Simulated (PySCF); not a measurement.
C10H12O2, SMILES C=Cc1ccc(OCOC)cc1 (GFN2-xTB optimised geometry):

```
24

C      4.485    -1.268    -0.027
C      3.736    -0.172     0.006
C      2.281    -0.105     0.004
C      1.461    -1.237    -0.023
C      0.091    -1.120    -0.024
C     -0.518     0.136     0.000
O     -1.880     0.136     0.000
C     -2.565     1.368     0.000
O     -3.919     1.146    -0.122
C     -4.497     0.486     0.989
C      0.282     1.272     0.029
C      1.659     1.141     0.030
H      5.560    -1.211    -0.022
H      4.067    -2.260    -0.060
H      4.227     0.794     0.038
H      1.902    -2.221    -0.042
H     -0.542    -1.994    -0.047
H     -2.276     1.974    -0.870
H     -2.331     1.919     0.935
H     -4.348     1.069     1.905
H     -4.069    -0.510     1.120
H     -5.560     0.407     0.771
H     -0.152     2.260     0.049
H      2.267     2.035     0.051
```

Calculation: PBE0/def2-SVP (PySCF 2.14.0).

### Question
What are the frontier orbital energies and the dipole moment?

### Answer
HOMO-2 -8.01 eV, HOMO-1 -7.46 eV, HOMO -6.09 eV, LUMO -0.75 eV, LUMO+1 -0.17 eV; dipole moment 1.35 D.

On the same geometry PBE/def2-SVP run with PySCF gives HOMO-2 -6.41 eV, HOMO-1 -6.32 eV, HOMO -5.09 eV, LUMO -1.55 eV, LUMO+1 -1.04 eV; dipole moment 1.36 D.

Meta-Löwdin charges at PBE0/def2-SVP: C1 -0.24, C2 -0.09, C3 -0.01, C4 -0.10, C5 -0.13, C6 0.21, O7 -0.35, C8 0.22, O9 -0.37, C10 -0.09, C11 -0.17, C12 -0.10, H13 0.11, H14 0.10, H15 0.10, H16 0.11, H17 0.12, H18 0.10, H19 0.07, H20 0.09, H21 0.10, H22 0.12, H23 0.11, H24 0.11.
